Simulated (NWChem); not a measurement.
System: CH$_{4}$AlFOS; SMILES C[S][Al]([OH])[F]

```xyz
9

Al    -0.0920     0.7676    -0.0007
F      0.8112     2.1609     0.0015
O     -1.7840     0.8157     0.0221
H     -2.3378     1.5970     0.0476
S      0.8851    -1.1525    -0.0312
C     -0.5806    -2.2577    -0.0275
H     -1.5209    -1.6926     0.0083
H     -0.5170    -2.9149     0.8498
H     -0.5584    -2.8696    -0.9391
```
Atoms are numbered in this order, from 1.

Program: NWChem. Geometry: optimised at PBE0/def2-SVP. B3LYP is NWChem's, with the RPA form of VWN correlation. Atomic charges in e: unrestrained fits to the electrostatic potential beside Mulliken populations; buried atoms are poorly determined by the fit.

Task: Estimate the computed values for B3LYP/def2-SVP. Quantities: ESP Al1; Mulliken Al1; ESP F2; Mulliken F2; ESP O3; Mulliken O3; ESP S5; Mulliken S5; ESP C6; Mulliken C6; relative RMS misfit of the potential (%).

Result: The ESP Al1 comes out as 1.00. The Mulliken Al1 comes out as 0.86. The ESP F2 comes out as -0.42, the Mulliken F2 comes out as -0.40 and the ESP O3 is -0.74. The Mulliken O3 is -0.46 and the ESP S5 comes out as -0.41. The Mulliken S5 is -0.29 and the ESP C6 comes out as 0.12. The Mulliken C6 is -0.10 and the relative RMS misfit of the potential (%) is 29.
